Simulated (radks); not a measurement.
Problem. Mn4+, 21 electrons, occupied as [Ne] 3s1 3p6 3d3 4d1 (not the ground configuration). Method: scalar-relativistic Kohn-Sham, XLYP, spin-polarised, spherical densities, point nucleus; open shells are filled with parallel spins first; computed with a radial shooting solver on a logarithmic mesh with Libxc functionals. Some entries of the table are withheld. Estimate them.

orbital,occ.,eigenvalue (hartree),r(max) (bohr)
1s up,1,-239.2461,0.03986
1s down,1,-239.2246,0.03986
2s up,1,-30.17467,0.2325
2s down,1,-30.08455,0.2323
2p up,3,-25.99635,0.1882
2p down,3,-25.92238,0.1881
3s up,1,-5.77831,0.7237
3s down,0,-5.54991,0.7259
3p up,3,-4.59586,0.7322
3p down,3,-4.37683,0.7356
3d up,3,-2.73659,0.6928
3d down,0,-2.53474,0.7009
4d up,1,(1),2.529

Solution. 
(1) 4d up eigenvalue (hartree): -1.01721
